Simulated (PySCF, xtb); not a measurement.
B(F)(Cl)(Me) (CH3BClF), SMILES CB(F)Cl.

Harmonic wavenumbers (cm⁻¹) from GFN2-xTB (xtb) at its own minimum, in rising order: 38, 262, 348, 376, 573, 843, 873, 1011, 1239, 1380, 1460, 1467, 3014, 3033, 3071.

### Question
What does PySCF with B3LYP-D3(BJ)/def2-SVP give at its own minimum? (An estimate is asked for; the answer gives what the named calculation found.)

### Answer
36, 294, 385, 437, 617, 857, 873, 1099, 1299, 1377, 1427, 1442, 3025, 3102, 3149. Paired by order, the mean absolute difference is 37 cm⁻¹ and the zero-point energies are 27.1 and 27.8 kcal/mol.
